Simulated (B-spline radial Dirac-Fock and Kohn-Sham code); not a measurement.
# Kohn-Sham estimates against Dirac-Fock for the levels of As⁵⁺

System: the As⁵⁺ ion in the configuration 1s2 2s2 2p6 3s2 3p6 3d9 4s1 (an excited configuration).

The density-functional columns are spherical, spin-unpolarised Dirac-Kohn-Sham results without Breit or QED terms: −ε is minus the orbital energy of the initial state and ΔSCF the difference of two total energies. The reference in the last column comes from Dirac-Fock (average of configuration) total-energy differences with a finite nucleus, the Breit interaction including its frequency dependence, and self-energy and vacuum-polarisation corrections. All numbers are from a radial B-spline solver, in eV; a selection of levels is shown. For the 1s level of heavy atoms much of the gap between ΔSCF and the reference is the Breit and QED part, -24.8 eV here; for other levels the error of the functional can be larger.

| level | LDA −ε | LDA ΔSCF | Dirac-Fock |
| --- | --- | --- | --- |
| 1s | 11777.9 | 11986.4 | 11963.7 |
| 2s | 1566.6 | 1603.6 | 1632.9 |
| 2p1/2 | 1409.9 | 1454.5 | 1457.0 |
| 2p3/2 | 1373.4 | 1416.9 | 1421.1 |
| 3p1/2 | 215.7 | 231.1 | 239.0 |
| 3p3/2 | 210.5 | 225.8 | 233.8 |
| 3d | 118.9 | 133.8 | 131.4 |
| 4s | 74.24 | 80.99 | 78.87 |

Values without a named source are computed, but for edge energies of neutral atoms, which are taken from tables.
